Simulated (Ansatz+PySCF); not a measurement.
## doublet Br: levels of theory in one basis

A single Br atom.

Basis set: def2-SVP (spherical functions). Left uncorrelated: 9 orbitals. Correlation on ROHF uses semicanonical orbitals with singles. Charge 0, multiplicity 2.

Computed with Ansatz (development build ahead of 0.2.0); each method stands on the lowest determinant of its kind that the runs found.

```csv
method,E − E(ROHF) (eV),<S²> of the determinant
ROHF,0.00,0.75
UHF,-0.10,0.76
ROHF-MP2,-5.74,–
UHF-MP2,-5.72,0.76
ROHF-CCSD,-5.90,–
UHF-CCSD,-5.90,0.76
```

**Question.** What does ROHF-CCSD(T) give on the same scale?

**Answer.** -5.98 eV.

**Question.** Is a single determinant a sound starting point here?

**Answer.** By this sign, yes. Unrestricted orbitals gain 0.10 eV and <S²> is 0.76 against 0.75 for a pure state.
